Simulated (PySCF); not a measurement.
Ligands exchanged one at a time, Ga NH2-H. Gas-phase values, no solvent. One relaxed conformer stands for each flexible species; it need not be the lowest. Strings in code marks are SMILES.

The T1 excitation (TDA) from two functionals at the same geometries (PBE0-D3(BJ)/def2-TZVP), both in PySCF: PBE-D3(BJ)/def2-TZVP and ωB97X-D3(BJ)/def2-TZVP. Excitations are Tamm–Dancoff values on a coarser integration grid. The basis has no diffuse functions, so Rydberg states are missing or too high.

```
species                                             ωB97X-D3(BJ)/def2-TZVP (eV)
--------------------------------------------------  ---------------------------
0 of 3 NH2 replaced by H (`[NH2][Ga]([NH2])[NH2]`)                         5.63
1 of 3 NH2 replaced by H (`[NH2][GaH][NH2]`)                               5.68
2 of 3 NH2 replaced by H (`[NH2][GaH2]`)                                   5.19
```

### Question
What does PBE-D3(BJ)/def2-TZVP give for each?

### Answer

- 0 of 3 NH2 replaced by H (`[NH2][Ga]([NH2])[NH2]`): 4.48
- 1 of 3 NH2 replaced by H (`[NH2][GaH][NH2]`): 4.57
- 2 of 3 NH2 replaced by H (`[NH2][GaH2]`): 4.15
Over these rows, drawn at random from the members with no instability flagged (it was tested for open shells, ions and some series alone), PBE minus ωB97X-D3(BJ): mean -1.10 eV, from -1.15 eV to -1.04 eV.
